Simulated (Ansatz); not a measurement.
Calculated with Ansatz (gas phase, PBE0-D4/def2-TZVP geometries, no zero-point term in ΔE). CCSD(T)/CBS is the MP2 limit (def2-TZVPP, def2-QZVPP) plus CCSD(T) − MP2 in def2-TZVPP, frozen cores. This one scheme is used for every species. Functionals use def2-TZVPP. B3LYP here is the variant with VWN-RPA as its local correlation; programs differ in this. For Ge outer-core shells are correlated without core-valence functions, which leaves a few kJ/mol of doubt a bond. Scalar relativity is left out up to krypton. Each species was taken in one conformer, which may not be the lowest.

Reaction (formal exchange of groups at a Ge–C bond): `Cl[SiH](Cl)C[CH2][GeH3]` + `[AlH2][SiH3]` → `[SiH3][AlH][GeH3]` + `CC[SiH](Cl)Cl`

`Cl[SiH](Cl)C[CH2][GeH3]`:

```xyz
14

Cl    2.830    2.335    0.536
Si    1.346    1.236   -0.350
Cl    2.089    0.333   -2.034
C     0.764   -0.060    0.850
C    -0.173   -1.127    0.283
Ge   -1.909   -0.465   -0.362
H     0.299    2.182   -0.786
H     1.668   -0.522    1.264
H     0.294    0.478    1.683
H    -0.387   -1.878    1.048
H     0.305   -1.654   -0.546
H    -2.826   -1.653   -0.692
H    -1.730    0.395   -1.625
H    -2.568    0.399    0.730
```

`[AlH2][SiH3]`:

Z-matrix (Å, degrees):
```
Si
Al 1 2.457
H 1 1.490 2 113.4
H 1 1.492 2 110.7 3 -121.0
H 1 1.492 2 110.6 3 120.9
H 2 1.589 1 121.5 3 0.3
H 2 1.589 1 119.5 3 -179.7
```

`[SiH3][AlH][GeH3]`:

Z-matrix (Å, degrees):
```
Si
Al 1 2.458
H 1 1.490 2 114.0
H 1 1.492 2 110.2 3 121.2
H 1 1.492 2 110.1 3 -121.1
Ge 2 2.481 1 118.6 3 -179.2
H 2 1.590 1 121.3 3 0.9
H 6 1.541 2 114.4 1 179.8
H 6 1.543 2 111.0 1 58.6
H 6 1.543 2 111.0 1 -59.0
```

`CC[SiH](Cl)Cl`:

Cartesian coordinates in Å:
```
C -0.351 -0.131 -1.417
C -0.361 0.612 -0.084
Si 0.627 -0.230 1.240
Cl 0.550 0.864 2.971
Cl -0.140 -2.097 1.603
H -0.788 -1.127 -1.320
H -0.924 0.411 -2.172
H 0.665 -0.253 -1.802
H -1.382 0.738 0.290
H 0.052 1.621 -0.194
H 2.052 -0.407 0.884
```

```json
{"level": "PBE-D4", "ΔE (kJ/mol)": "-64.7", "difference from CCSD(T)/CBS": "-11.2"}
{"level": "BHLYP-D4", "ΔE (kJ/mol)": "-55.6", "difference from CCSD(T)/CBS": "-2.1"}
{"level": "ωB97M-V", "ΔE (kJ/mol)": "-53.0", "difference from CCSD(T)/CBS": "0.5"}
{"level": "revPBE", "ΔE (kJ/mol)": "-73.3", "difference from CCSD(T)/CBS": "-19.8"}
{"level": "BLYP", "ΔE (kJ/mol)": "-68.8", "difference from CCSD(T)/CBS": "-15.3"}
{"level": "B3LYP", "ΔE (kJ/mol)": "-66.4", "difference from CCSD(T)/CBS": "-12.9"}
{"level": "BHLYP", "ΔE (kJ/mol)": "-62.4", "difference from CCSD(T)/CBS": "-8.9"}
{"level": "CCSD/def2-SVP", "ΔE (kJ/mol)": "-54.7", "difference from CCSD(T)/CBS": "-1.2"}
{"level": "SCS-MP2/def2-TZVPP", "ΔE (kJ/mol)": "-46.9", "difference from CCSD(T)/CBS": "6.6"}
{"level": "HF/def2-QZVPP", "ΔE (kJ/mol)": "-58.9", "difference from CCSD(T)/CBS": "-5.4"}
{"level": "CCSD(T)/CBS", "ΔE (kJ/mol)": "-53.5", "difference from CCSD(T)/CBS": "0"}
```

Largest T1 diagnostic among the species: 0.013.

The D4 term adds +9.2 kJ/mol with B3LYP and +5.1 kJ/mol with PBE0; it sums over pairs of atoms, weighted by their polarisabilities, and B3LYP, whose exchange is more repulsive, gets the larger term. From BLYP to BHLYP (50 % exact exchange), in def2-TZVPP and without D4, ΔE moves by +6.4 kJ/mol.
